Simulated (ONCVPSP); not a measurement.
# La: excitation energies, all-electron against ONCV

- Element: lanthanum
- Generator: ONCVPSP 4.0.1
- Type: optimised norm-conserving Vanderbilt (ONCV)
- Functional: PBE
- Relativity: scalar-relativistic
- Frozen core: [Kr] 4d10
- Valence charge: 11
- Reference configuration: 5s2 5p6 5d1 6s0.5 (charge +1.5)
- Partial waves: 5s+6s: rc 2.85 bohr, ncon 4, nbas 7, qcut 3.7 1/bohr, 2 projectors; 5p: rc 3.05 bohr, ncon 4, nbas 8, qcut 4 1/bohr, 2 projectors, debl 1.6 Ha; 5d: rc 3.15 bohr, ncon 4, nbas 9, qcut 5.8 1/bohr, 2 projectors, debl 1.6 Ha; f scattering state at 0.15 Ha: rc 2.50 bohr, ncon 4, nbas 8, qcut 4.7 1/bohr, 3 projectors, debl 1.7 Ha
- Local potential: polynomial inside 2.35 bohr (lpopt 5, dvloc0 0 Ha)
- Core correction: Teter function, fcfact 1.75, rcfact 1.45

In the p channel the program set the typed energies aside and used -1.156, 0.050 Ha. In the f channel the program set the typed energies aside and used -0.494, 1.206, 2.906 Ha.

Energies are relative to the spin-unpolarised reference configuration 5s2 5p6 5d1 6s0.5; without spin polarisation the order of configurations can differ from experiment.

```
valence configuration  charge  ΔE all-electron (eV)  error AE − PS (meV)
      5s2 5p6 5d1 6s2       0               -10.762                 -1.0
      5s2 5p6 5d1 6s0      +2                 6.092                 -1.5
```

Question: What are ΔE and the potential's error for 4f1 5s2 5p6 5d0 6s1?

Answer: ΔE = -4.530 eV all-electron; the error (AE − PS) is +1246 meV.

Question: What are ΔE and the potential's error for 5s2 5p6 5d1 6s1?

Answer: ΔE = -4.796 eV all-electron; the error (AE − PS) is +0.3 meV.

These tests converged, but a pseudo level misses the all-electron one widely, so the file describes the atom poorly there or has found another state: 4f1 5s2 5p6 5d0 6s1: 4f by 2.2 eV.
